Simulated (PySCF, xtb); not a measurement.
F4H2SSi2, SMILES F[SiH2]S[Si](F)(F)F.

Geometry: B3LYP-D3(BJ)/def2-SVP. This is a generated structure with no PubChem entry under its InChIKey; it may be hypothetical. Other conformers were not sampled.

Computed with C-PCM-B3LYP/def2-SVP in PySCF.

The values are the electrostatic part of the solvation free energy, E(continuum) − E(gas) at the gas-phase geometry, in a cavity of scaled van der Waals radii (PySCF's table); cavitation and dispersion terms are not included. In vacuum the orbital gap is 8.00 eV. The dipole moment in vacuum is 2.19 D.

### Question
Estimate the values in water (ε = 78.36), chloroform (ε = 4.71), ethanol (ε = 24.85). (The exact figures need the calculation; the answer reports its results.)

### Answer

| solvent | ε | ΔG(elec) (kcal/mol) | dipole (D) | gap (eV) |
|---|---|---|---|---|
| water | 78.36 | -3.0 | 2.67 | 8.08 |
| chloroform | 4.71 | -2.4 | 2.56 | 8.06 |
| ethanol | 24.85 | -2.9 | 2.66 | 8.08 |

For comparison, GFN2-xTB/ALPB(water) (xtb, at the GFN2-xTB geometry, all terms of that model) gives 1.6 kcal/mol.
